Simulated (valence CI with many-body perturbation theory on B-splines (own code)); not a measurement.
## K14+: calculated level list

Level of theory: valence CI with perturbative core correlation (CI+MBPT): three valence electrons over a frozen Dirac-Fock core [He], a basis of 11 s, 11 p, 9 d, 7 f, 5 g, 2 h, 1 i functions for each j, with the one-electron correlation potential Σ1 (screened to all orders), the two-electron term Σ2, the three-electron term Σ3, Breit, model QED; selected single and double excitations, second order for the rest (own B-spline code, finite nucleus).

No measured levels were compared; by estimate levels of excited configurations hold to 0.05 to 0.15 % of their energy, terms of the ground configuration to about 0.5 %.

Levels 1 to 45 of 79, with energies above the lowest level, 2s²2p ²P°_1/2. "Leading %" is the weight of the configuration and term that name the level; weights of strongly mixed levels are sums over their largest components and can fall short. In the jj column 3d3/2^4 stands for four electrons in 3d with j = 3/2. Lifetimes count E1, E2, E3, M1 and M2 decay at the calculated energies, and are blank where another channel may lead or the interval is too uncertain; long ones can be off by a factor of two.

```
No.  Configuration  Term    J  E (× 10³ cm⁻¹)  Leading %      g              Leading jj  Lifetime
  1          2s²2p   ²P°  1/2            0.00         97  0.663       2s^2 2p1/2 (97 %)          
  2          2s²2p   ²P°  3/2           29.01         97  1.332       2s^2 2p3/2 (97 %)   4.54 ms
  3          2s2p²    ⁴P  1/2          248.07         99  2.663       2s 2p1/2^2 (51 %)    141 ns
  4          2s2p²    ⁴P  3/2          259.30        100  1.732   2s 2p1/2 2p3/2 (91 %)   1.08 μs
  5          2s2p²    ⁴P  5/2          273.91         99  1.596       2s 2p3/2^2 (59 %)    256 ns
  6          2s2p²    ²D  3/2          444.04         99  0.802   2s 2p1/2 2p3/2 (73 %)    241 ps
  7          2s2p²    ²D  5/2          445.67         99  1.201   2s 2p1/2 2p3/2 (59 %)    300 ps
  8          2s2p²    ²S  1/2          553.12         73  1.647       2s 2p1/2^2 (47 %)   56.8 ps
  9          2s2p²    ²P  1/2          588.54         73  1.022       2s 2p3/2^2 (52 %)   42.0 ps
 10          2s2p²    ²P  3/2          599.33         99  1.328       2s 2p3/2^2 (64 %)   36.2 ps
 11            2p³   ⁴S°  3/2          775.08         99  1.993    2p1/2 2p3/2^2 (53 %)   39.8 ps
 12            2p³   ²D°  3/2          874.42         96  0.820    2p1/2 2p3/2^2 (46 %)    103 ps
 13            2p³   ²D°  5/2          877.53        100  1.198   2p1/2 2p3/2^2 (100 %)    102 ps
 14            2p³   ²P°  1/2          979.52         97  0.663    2p1/2 2p3/2^2 (97 %)   44.9 ps
 15            2p³   ²P°  3/2          986.00         93  1.317          2p3/2^3 (68 %)   45.9 ps
 16          2s²3s    ²S  1/2          3893.5         94  2.001          2s^2 3s (94 %)   1.48 ps
 17          2s²3p   ²P°  1/2          4014.5         91  0.665       2s^2 3p1/2 (91 %)   16.7 ps
 18          2s²3p   ²P°  3/2          4022.5         91  1.333       2s^2 3p3/2 (91 %)   16.5 ps
 19          2s²3d    ²D  3/2          4134.9         94  0.799       2s^2 3d3/2 (94 %)    225 fs
 20          2s²3d    ²D  5/2          4137.1         94  1.200       2s^2 3d5/2 (94 %)    228 fs
 21         2s2p3s   ⁴P°  1/2          4140.9         98  2.656      2s 2p1/2 3s (91 %)   1.28 ps
 22         2s2p3s   ⁴P°  3/2          4149.8         97  1.726      2s 2p1/2 3s (64 %)   1.26 ps
 23         2s2p3s   ⁴P°  5/2          4168.2         98  1.599      2s 2p3/2 3s (98 %)   1.22 ps
 24         2s2p3s   ²P°  1/2          4201.9         95  0.674      2s 2p1/2 3s (75 %)   1.70 ps
 25         2s2p3s   ²P°  3/2          4221.8         94  1.337      2s 2p3/2 3s (88 %)   1.51 ps
 26         2s2p3p    ⁴D  1/2          4248.6         70  0.199   2s 2p1/2 3p1/2 (94 %)   1.96 ps
 27         2s2p3p    ⁴D  3/2          4256.4         75  1.236   2s 2p1/2 3p1/2 (63 %)   2.54 ps
 28         2s2p3p    ²P  1/2          4266.9         66  0.494   2s 2p1/2 3p3/2 (48 %)    748 fs
 29         2s2p3p    ²P  3/2          4269.3         61  1.362   2s 2p1/2 3p3/2 (51 %)    868 fs
 30         2s2p3p    ⁴D  5/2          4270.0         97  1.374   2s 2p1/2 3p3/2 (50 %)    428 ps
 31         2s2p3p    ⁴D  7/2          4286.4         99  1.428   2s 2p3/2 3p3/2 (99 %)    916 ps
 32         2s2p3p    ⁴S  3/2          4293.7         74  1.872   2s 2p3/2 3p3/2 (53 %)   4.07 ps
 33         2s2p3p    ⁴P  1/2          4301.5         97  2.645   2s 2p1/2 3p1/2 (56 %)   29.2 ps
 34         2s2p3p    ⁴P  3/2          4312.9         79  1.715   2s 2p3/2 3p1/2 (76 %)   8.29 ps
 35         2s2p3p    ⁴P  5/2          4318.8         90  1.565   2s 2p3/2 3p1/2 (43 %)   6.18 ps
 36         2s2p3p    ²D  3/2          4319.9         89  0.877   2s 2p1/2 3p3/2 (49 %)    509 fs
 37         2s2p3p    ²D  5/2          4338.0         90  1.230   2s 2p3/2 3p3/2 (70 %)    516 fs
 38         2s2p3d   ⁴F°  3/2          4353.8         96  0.421   2s 2p1/2 3d3/2 (87 %)   5.99 ps
 39         2s2p3d   ⁴F°  5/2          4359.1         94  1.043   2s 2p1/2 3d3/2 (42 %)   3.25 ps
 40         2s2p3p    ²S  1/2          4367.5         96  1.986   2s 2p3/2 3p3/2 (66 %)    451 fs
 41         2s2p3d   ⁴F°  7/2          4367.5         94  1.248   2s 2p1/2 3d5/2 (51 %)   2.39 ps
 42         2s2p3d   ⁴F°  9/2          4381.1        100  1.333  2s 2p3/2 3d5/2 (100 %)   3.63 ns
 43         2s2p3d   ⁴D°  5/2          4388.3         39  1.407   2s 2p1/2 3d5/2 (76 %)    220 fs
 44         2s2p3s   ²P°  1/2          4389.1         68  0.505      2s 2p3/2 3s (48 %)    362 fs
 45         2s2p3d   ⁴D°  3/2          4389.5         58  1.239   2s 2p1/2 3d5/2 (40 %)    200 fs
```

Names give the largest LS component (configuration and term), which can be under half, so a name can repeat, a term be missing and a line seem to break the LS rules; names also repeat where a configuration has a term twice.

The ionisation energy to 2s² ¹S0 of the next ion comes out as 860.94 eV (NIST: 860.92 ± 0.25 eV (semi-empirical)). All 79 levels together are meant to be complete up to 4696.0 × 10³ cm⁻¹.
